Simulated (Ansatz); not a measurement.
C2H4BClO2 (`O/C=C/B(O)Cl`). Total charge 0; spin multiplicity 1. The geometry is a stationary point of PBE0-D4/def2-TZVP. It is one conformer, not always the lowest.

```xyz
10

O     0.338   -2.216    1.114
C    -0.042   -0.990    0.743
C     0.403   -0.291   -0.311
B    -0.136    1.105   -0.597
O    -1.073    1.682    0.195
Cl    0.470    2.020   -2.005
H     1.002   -2.546    0.497
H    -0.791   -0.591    1.420
H     1.155   -0.734   -0.960
H    -1.325    2.562   -0.097
```

(1) What is the dipole moment at r2SCAN/def2-TZVPP? (An estimate is asked.)

(2) And with PBE, B3LYP, ωB97M-V? (Estimate.)

(3) Give the Mulliken charges with r2SCAN, PBE, ωB97M-V in def2-TZVPP. (An estimate is asked.)

## Answers

(1) Ansatz gave: 0.95 D, with components (0.21, -0.87, 0.34) D in this frame, pointing from negative to positive charge.

(2) The calculation gave: PBE 0.93 D, B3LYP 0.81 D, ωB97M-V 0.73 D.

(3) The calculation gave: 
```csv
atom,r2SCAN,PBE,ωB97M-V
O1,-0.29,-0.22,-0.26
C2,0.22,0.13,0.16
C3,-0.30,-0.24,-0.26
B4,0.33,0.22,0.25
O5,-0.33,-0.26,-0.29
Cl6,-0.22,-0.20,-0.18
H7,0.22,0.21,0.19
H8,0.10,0.11,0.12
H9,0.05,0.06,0.07
H10,0.21,0.20,0.19
```

B3LYP here is the variant with VWN-RPA as its local correlation; programs differ in this.
